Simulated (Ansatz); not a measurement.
The first iterations of a band of ClH3OSi + FH (8 atoms, charge 0, multiplicity 1).

Level of theory: RKS revPBE-D4/6-31G* (Ansatz 0.2.0).

- movable images: 5
- climbing image: yes
- spring: 5.0 eV/Å²
- optimiser: quadratic models (default)
- start path: through a guess of the saddle point
- force threshold: 0.05 eV/Å
- iteration limit: 60
- end points: relaxed

First end point:

```xyz
8
Properties=species:S:1:pos:R:3
Si -0.137 0.406 -0.152
H 0.220 0.731 1.271
Cl 1.664 0.543 -1.201
H -1.083 1.403 -0.730
O -0.870 -1.078 -0.306
H -0.349 -1.798 0.119
F 0.863 -2.454 1.384
H 0.498 -2.081 2.173
```

Last end point:

```xyz
8
Properties=species:S:1:pos:R:3
Si 0.423 -0.242 -0.400
H -0.700 -0.440 3.099
Cl 1.360 0.015 -2.232
H 0.034 1.070 0.167
O -0.956 -1.141 -0.566
H -0.870 -1.974 -1.067
F 1.505 -0.969 0.564
H 0.010 -0.646 2.991
```

| iteration | highest image above the first end (eV) | largest band force component (eV/Å) |
| --- | --- | --- |
| 1 | 4.157 | 31.084 |
| 2 | 2.267 | 3.222 |
| 3 | 1.121 | 7.122 |
| 4 | 0.646 | 0.972 |
| 5 | 0.582 | 0.531 |
| 6 | 0.553 | 0.803 |

Question: Does the band converge within its limit, and where does its top end?

Answer: The run converged. It ended after 18 iterations with the highest image 1.091 eV above the first end. Neighbouring images differ by up to 1.8 eV, so the band resolves the path poorly. A vibrational analysis at the climbing image gives one clearly imaginary mode, 986i cm⁻¹: a first-order saddle point. The orbitals stay closed-shell, which can raise the energy where a bond breaks towards radicals; this wasn't checked here.

Time of the run: 3 min on 1 thread of Arm Neoverse V2, on a shared host, peak memory 0.14 GiB.
